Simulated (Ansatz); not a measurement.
LuCl, closed-shell singlet (lowest of 2S+1 = 1, 3 at CCSD(T)/def2-TZVPP on PBE0 minima; our sources give no spin for the ground state, which may be another), most abundant isotopes (174.9408 and 34.9689 u). Constants from fifth-degree fits in 1/R to seven points on the lowest solution found; no spin–orbit coupling, no relativity up to Kr; ω_e x_e and α_e move by some per cent with the fit.

Correlated levels freeze the inner cores; with def2 sets outer-core shells near the valence are correlated too. CBS: X⁻³ extrapolation of the correlation energy, Hartree–Fock from the larger set.

The values were computed with Ansatz (Gaussian orbitals).  In def2 rows elements past Kr take small-core potentials, without spin–orbit coupling.

```tsv
level	r_e (Å)	ω_e (cm⁻¹)	ω_e x_e (cm⁻¹)	α_e (cm⁻¹)
PBE/def2-TZVPP	2.3671	339.7	1.02	0.000423
CCSD(T)/CBS(def2-TZVPP, def2-QZVPP)	2.3741	343.2	0.972	0.000409
```

**Question.** Derive the rotational constants, the centrifugal constant, the fundamental, the zero-point energy and the force constant.

**Answer.** 
μ = 29.14339 u.
- PBE/def2-TZVPP: B_e = 16.8576/(μ r_e²) = 0.10324 cm⁻¹; B₀ = B_e − α_e/2 = 0.10302 cm⁻¹; D = 4B_e³/ω_e² = 3.81e-08 cm⁻¹; fundamental ω_e − 2ω_e x_e = 338 cm⁻¹; zero-point energy ω_e/2 − ω_e x_e/4 = 170 cm⁻¹; k = μ(2πcω_e)² = 198 N/m; the line J = 1 ← 0 at 2B₀ = 6.177 GHz
- CCSD(T)/CBS(def2-TZVPP, def2-QZVPP): B_e = 16.8576/(μ r_e²) = 0.10263 cm⁻¹; B₀ = B_e − α_e/2 = 0.10242 cm⁻¹; D = 4B_e³/ω_e² = 3.67e-08 cm⁻¹; fundamental ω_e − 2ω_e x_e = 341 cm⁻¹; zero-point energy ω_e/2 − ω_e x_e/4 = 171 cm⁻¹; k = μ(2πcω_e)² = 202 N/m; the line J = 1 ← 0 at 2B₀ = 6.141 GHz

Doubts at one or more of the structures used: a restricted determinant that unrestricted orbitals would lower (CCSD(T)/CBS(def2-TZVPP, def2-QZVPP)).

Ansatz is a quantum-chemistry and plane-wave program.
